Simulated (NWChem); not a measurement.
System: Ga, doublet

Input file for NWChem:

```
start job
memory heap 200 mb stack 900 mb global 1100 mb
geometry units angstroms noautoz
  Ga     0.000000     0.000000     0.000000
end
basis spherical
  * library cc-pvtz
end
dft
  odft
  mult 2
  xc xcamb88 1.00 lyp 0.81 vwn_5 0.19 hfexch 1.00
  cam 0.33 cam_alpha 0.19 cam_beta 0.46
  iterations 150
  mulliken
end
task dft gradient
```

Excerpt of the output:

```
             Northwest Computational Chemistry Package (NWChem) 7.3.0
             --------------------------------------------------------

                             Geometry "geometry" -> ""
                             -------------------------

 Output coordinates in angstroms (scale by  1.889725989 to convert to a.u.)

  No.       Tag          Charge          X              Y              Z
 ---- ---------------- ---------- -------------- -------------- --------------
    1 Ga                  31.0000     0.00000000     0.00000000     0.00000000

 Effective nuclear repulsion energy (a.u.)       0.0000000000

                                 NWChem DFT Module
                                 -----------------

 Summary of "ao basis" -> "ao basis" (spherical)
 ------------------------------------------------------------------------------
       Tag                 Description            Shells   Functions and Types
 ---------------- ------------------------------  ------  ---------------------
 Ga                         cc-pvtz                 15       43   6s5p3d1f

            General Information
            -------------------
          SCF calculation type: DFT
          Wavefunction type:  spin polarized.
          No. of atoms     :     1
          No. of electrons :    31
           Alpha electrons :    16
            Beta electrons :    15
          Charge           :     0
          Spin multiplicity:     2
          Use of symmetry is: off; symmetry adaption is: off
          Maximum number of iterations: 150
          AO basis - number of functions:    43
                     number of shells:    15
          Convergence on energy requested:  1.00D-06
          Convergence on density requested:  1.00D-05
          Convergence on gradient requested:  5.00D-04

              XC Information
              --------------
                     Hartree-Fock (Exact) Exchange  1.000
                   CAM-Becke88 Exchange Functional  1.000
                      VWN V Correlation Functional  0.190 local
              Lee-Yang-Parr Correlation Functional  0.810

           Range-Separation Parameters
           ---------------------------
           Alpha           :  0.19
           Beta            :  0.46
           Gamma           :  0.33
           Short-Range HF  :     F

             Grid Information
             ----------------
          Grid used for XC integration:  medium
          Radial quadrature: Mura-Knowles
          Angular quadrature: Lebedev.
          Tag              B.-S. Rad. Rad. Pts. Rad. Cut. Ang. Pts.
          ---              ---------- --------- --------- ---------
          Ga                  1.30      112           7.0       590
          Grid pruning is: on
          Number of quadrature shells:   112
          Spatial weights used:  Erf1

      Superposition of Atomic Density Guess
      -------------------------------------

 Sum of atomic energies:       -1923.26313638

      Non-variational initial energy
      ------------------------------

 Total energy =   -1923.151262
 1-e energy   =   -2684.992068
 2-e energy   =     761.840806
 HOMO         =      -0.000405
 LUMO         =      -0.000405

     ---------------------------------------------
      Total Density - Mulliken Population Analysis
     ---------------------------------------------

    Atom       Charge   Shell Charges
 -----------   ------   -------------------------------------------------------
    1 Ga  31    31.00   2.00  2.00  2.01  0.43  1.07  0.50  6.00  5.99  0.01  0.27  0.73  9.61  0.38  0.00  0.00

     --------------------------------------------
      Spin Density - Mulliken Population Analysis
     --------------------------------------------

    Atom       Charge   Shell Charges
 -----------   ------   -------------------------------------------------------
    1 Ga  31     1.00  -0.00 -0.00  0.00 -0.00  0.00 -0.00 -0.00 -0.00  0.01  0.26  0.73  0.00 -0.00 -0.00  0.00

   convergence    iter        energy       DeltaE   RMS-Dens  Diis-err
 ---------------- ----- ----------------- --------- --------- ---------
 d= 0,ls=0.0,diis     1  -1924.9420198139 -1.92D+03  7.70D-03  3.41D-02
                                                     4.88D-03  2.72D-02
 d= 0,ls=0.0,diis     2  -1924.9582959874 -1.63D-02  2.76D-03  1.16D-02
                                                     2.55D-03  1.20D-02
 d= 0,ls=0.0,diis     3  -1924.9610739814 -2.78D-03  8.72D-04  5.41D-04
                                                     4.43D-04  3.79D-04
 d= 0,ls=0.0,diis     4  -1924.9613616292 -2.88D-04  3.04D-04  1.69D-05
                                                     1.62D-04  1.60D-05
 d= 0,ls=0.0,diis     5  -1924.9613831183 -2.15D-05  4.52D-05  4.47D-07
                                                     4.66D-05  3.62D-07
 d= 0,ls=0.0,diis     6  -1924.9613836338 -5.16D-07  1.86D-06  6.60D-10
                                                     3.63D-06  1.11D-09

         Total DFT energy =    -1924.961383633831
      One electron energy =    -2683.255709290230
           Coulomb energy =      833.394278183562
    Exchange-Corr. energy =      -75.099952527162
 Nuclear repulsion energy =        0.000000000000

 Numeric. integr. density =       31.000000083618

                    DFT Final Alpha Molecular Orbital Analysis
                    ------------------------------------------

 Vector   14  Occ=1.000000D+00  E=-9.062667D-01
              MO Center=  3.9D-17, -1.2D-16,  2.4D-16, r^2= 2.3D-01
   Bfn.  Coefficient  Atom+Function         Bfn.  Coefficient  Atom+Function
  ----- ------------  ---------------      ----- ------------  ---------------
    26      0.761548  1 Ga d  2              24     -0.468305  1 Ga d  0
    22     -0.311968  1 Ga d -2              25      0.136983  1 Ga d  1
    31      0.088602  1 Ga d  2              29     -0.054485  1 Ga d  0
    27     -0.036296  1 Ga d -2              23      0.026970  1 Ga d -1

 Vector   15  Occ=1.000000D+00  E=-4.180870D-01
              MO Center=  1.7D-15,  7.4D-15,  7.7D-15, r^2= 1.9D+00
   Bfn.  Coefficient  Atom+Function         Bfn.  Coefficient  Atom+Function
  ----- ------------  ---------------      ----- ------------  ---------------
     5      0.617239  1 Ga s                  4     -0.419996  1 Ga s
     6      0.212684  1 Ga s                  3      0.036567  1 Ga s

 Vector   16  Occ=1.000000D+00  E=-1.764066D-01
              MO Center= -1.3D-16,  3.6D-16,  1.6D-16, r^2= 3.6D+00
   Bfn.  Coefficient  Atom+Function         Bfn.  Coefficient  Atom+Function
  ----- ------------  ---------------      ----- ------------  ---------------
    19      0.552031  1 Ga px                16      0.523981  1 Ga px
    13      0.279844  1 Ga px                20     -0.108687  1 Ga py
    17     -0.103164  1 Ga py                10      0.095492  1 Ga px
    14     -0.055097  1 Ga py                21     -0.047724  1 Ga pz
    18     -0.045299  1 Ga pz

 Vector   17  Occ=0.000000D+00  E=-3.209147D-02
              MO Center= -1.0D-14, -1.3D-14, -8.7D-14, r^2= 4.1D+00
   Bfn.  Coefficient  Atom+Function         Bfn.  Coefficient  Atom+Function
  ----- ------------  ---------------      ----- ------------  ---------------
    20      0.651039  1 Ga py                17      0.420206  1 Ga py
    14      0.279050  1 Ga py                19      0.130476  1 Ga px
    11      0.114651  1 Ga py                16      0.084215  1 Ga px
    13      0.055925  1 Ga px                21      0.026562  1 Ga pz

 Vector   18  Occ=0.000000D+00  E=-3.209113D-02
              MO Center= -1.1D-14, -5.3D-14, -9.2D-15, r^2= 4.1D+00
   Bfn.  Coefficient  Atom+Function         Bfn.  Coefficient  Atom+Function
  ----- ------------  ---------------      ----- ------------  ---------------
    21      0.661603  1 Ga pz                18      0.427028  1 Ga pz
    15      0.283579  1 Ga pz                12      0.116510  1 Ga pz
    19      0.049912  1 Ga px                20     -0.036996  1 Ga py
    16      0.032216  1 Ga px

 Vector   19  Occ=0.000000D+00  E= 1.083013D-01
              MO Center=  5.5D-15,  1.0D-14,  9.9D-15, r^2= 7.2D+00
   Bfn.  Coefficient  Atom+Function         Bfn.  Coefficient  Atom+Function
  ----- ------------  ---------------      ----- ------------  ---------------
     5      2.321312  1 Ga s                  6     -2.262485  1 Ga s
     3     -0.599566  1 Ga s                  4      0.280357  1 Ga s
     2     -0.148820  1 Ga s

                     DFT Final Beta Molecular Orbital Analysis
                     -----------------------------------------

 Vector   13  Occ=1.000000D+00  E=-9.056556D-01
              MO Center= -3.2D-16,  6.8D-16,  5.0D-17, r^2= 2.3D-01
   Bfn.  Coefficient  Atom+Function         Bfn.  Coefficient  Atom+Function
  ----- ------------  ---------------      ----- ------------  ---------------
    22      0.881572  1 Ga d -2              26      0.365915  1 Ga d  2
    27      0.098532  1 Ga d -2              23     -0.089435  1 Ga d -1
    31      0.040898  1 Ga d  2              25     -0.035143  1 Ga d  1

 Vector   14  Occ=1.000000D+00  E=-9.026982D-01
              MO Center= -1.8D-17,  1.4D-16, -5.6D-17, r^2= 2.3D-01
   Bfn.  Coefficient  Atom+Function         Bfn.  Coefficient  Atom+Function
  ----- ------------  ---------------      ----- ------------  ---------------
    26      0.763550  1 Ga d  2              24     -0.469536  1 Ga d  0
    22     -0.312788  1 Ga d -2              25      0.137343  1 Ga d  1
    31      0.084562  1 Ga d  2              29     -0.052001  1 Ga d  0
    27     -0.034641  1 Ga d -2              23      0.027041  1 Ga d -1

 Vector   15  Occ=1.000000D+00  E=-3.870602D-01
              MO Center=  5.1D-16,  1.2D-15,  1.3D-15, r^2= 1.9D+00
   Bfn.  Coefficient  Atom+Function         Bfn.  Coefficient  Atom+Function
  ----- ------------  ---------------      ----- ------------  ---------------
     5      0.610224  1 Ga s                  4     -0.438290  1 Ga s
     6      0.207279  1 Ga s                  3      0.054495  1 Ga s

 Vector   16  Occ=0.000000D+00  E=-2.779206D-02
              MO Center=  1.8D-15,  9.1D-16,  1.9D-16, r^2= 4.2D+00
   Bfn.  Coefficient  Atom+Function         Bfn.  Coefficient  Atom+Function
  ----- ------------  ---------------      ----- ------------  ---------------
    21      0.633397  1 Ga pz                18      0.373134  1 Ga pz
    15      0.272343  1 Ga pz                20     -0.262898  1 Ga py
    17     -0.154873  1 Ga py                12      0.122053  1 Ga pz
    14     -0.113039  1 Ga py                11     -0.050660  1 Ga py

 Vector   17  Occ=0.000000D+00  E=-2.779206D-02
              MO Center=  1.5D-15,  4.7D-15,  9.1D-15, r^2= 4.2D+00
   Bfn.  Coefficient  Atom+Function         Bfn.  Coefficient  Atom+Function
  ----- ------------  ---------------      ----- ------------  ---------------
    20      0.619496  1 Ga py                17      0.364945  1 Ga py
    14      0.266366  1 Ga py                21      0.256446  1 Ga pz
    18      0.151073  1 Ga pz                19      0.144140  1 Ga px
    11      0.119375  1 Ga py                15      0.110265  1 Ga pz
    16      0.084913  1 Ga px                13      0.061976  1 Ga px

 Vector   18  Occ=0.000000D+00  E=-5.386332D-03
              MO Center= -8.3D-16,  4.7D-15,  2.1D-15, r^2= 4.5D+00
   Bfn.  Coefficient  Atom+Function         Bfn.  Coefficient  Atom+Function
  ----- ------------  ---------------      ----- ------------  ---------------
    19      0.720560  1 Ga px                16      0.335563  1 Ga px
    13      0.303165  1 Ga px                10      0.156514  1 Ga px
    20     -0.141868  1 Ga py                17     -0.066067  1 Ga py
    21     -0.062293  1 Ga pz                14     -0.059689  1 Ga py
    11     -0.030815  1 Ga py                18     -0.029010  1 Ga pz

     ---------------------------------------------
      Total Density - Mulliken Population Analysis
     ---------------------------------------------

    Atom       Charge   Shell Charges
 -----------   ------   -------------------------------------------------------
    1 Ga  31    31.00   2.00  2.00  2.04  0.48  1.11  0.37  6.00  6.02 -0.00  0.48  0.51  9.52  0.46  0.01  0.00

     --------------------------------------------
      Spin Density - Mulliken Population Analysis
     --------------------------------------------

    Atom       Charge   Shell Charges
 -----------   ------   -------------------------------------------------------
    1 Ga  31     1.00  -0.00 -0.00  0.00 -0.01  0.01  0.01  0.00  0.00  0.02  0.47  0.51 -0.01  0.01  0.00  0.00

     -------------------------------------------
      Total Density - Lowdin Population Analysis
     -------------------------------------------

    Atom       Charge   Shell Charges
 -----------   ------   -------------------------------------------------------
    1 Ga  31    31.00   2.00  1.96  1.32  1.00  1.12  0.60  5.99  3.31  2.59  0.60  0.51  9.28  0.69  0.04  0.00

     ------------------------------------------
      Spin Density - Lowdin Population Analysis
     ------------------------------------------

    Atom       Charge   Shell Charges
 -----------   ------   -------------------------------------------------------
    1 Ga  31     1.00  -0.00 -0.00  0.00 -0.00 -0.00  0.00  0.00  0.00  0.01  0.48  0.51 -0.01  0.01  0.00  0.00

   alpha - beta orbital overlaps
   -----------------------------

   alpha      1      2      3      4      5      6      7      8      9     10
    beta      1      2      3      4      5      6      7      8      9     11
 overlap   1.000  1.000  1.000  1.000  1.000  1.000  1.000  1.000  1.000  1.000

   alpha     11     12     13     14     15     16     17     18     19     20
    beta     10     12     13     14     15     18     17     16     19     24
 overlap   1.000  1.000  1.000  1.000  0.998  0.989  0.941  0.941  0.999  0.989

   alpha     21     22     23     24     25     26     27     28     29     30
    beta     27     25     26     20     21     22     23     29     28     30
 overlap   0.997  0.999  0.999  0.995  0.995  0.933  0.933  0.948  0.948  0.846

   alpha     31     32     33     34     35     36     37     38     39     40
    beta     31     32     33     34     35     36     37     38     39     40
 overlap   0.846  0.996  0.996  1.000  0.936  0.936  1.000  1.000  1.000  1.000

   alpha     41     42     43
    beta     42     41     43
 overlap   0.997  0.997  1.000

     --------------------------
     Expectation value of S2:
     --------------------------
      <S2> =      0.7533 (Exact =     0.7500)

            General Information
            -------------------
          SCF calculation type: DFT
          Wavefunction type:  spin polarized.
          No. of atoms     :     1
          No. of electrons :    31
           Alpha electrons :    16
            Beta electrons :    15
          Charge           :     0
          Spin multiplicity:     2
          Use of symmetry is: off; symmetry adaption is: off
          Maximum number of iterations: 150
          This is a Direct SCF calculation.
          AO basis - number of functions:    43
                     number of shells:    15
          Convergence on energy requested:  1.00D-06
          Convergence on density requested:  1.00D-05
          Convergence on gradient requested:  5.00D-04

              XC Information
              --------------
                     Hartree-Fock (Exact) Exchange  1.000
                   CAM-Becke88 Exchange Functional  1.000
                      VWN V Correlation Functional  0.190 local
              Lee-Yang-Parr Correlation Functional  0.810

[...]

                         DFT ENERGY GRADIENTS

    atom               coordinates                        gradient
                 x          y          z           x          y          z
   1 Ga      0.000000   0.000000   0.000000   -0.000000  -0.000000  -0.000000
```

Level: CAM-B3LYP/cc-pVTZ, spin-unrestricted. The open p shell is one determinant without spherical averaging. No stability test was run on the SCF state.
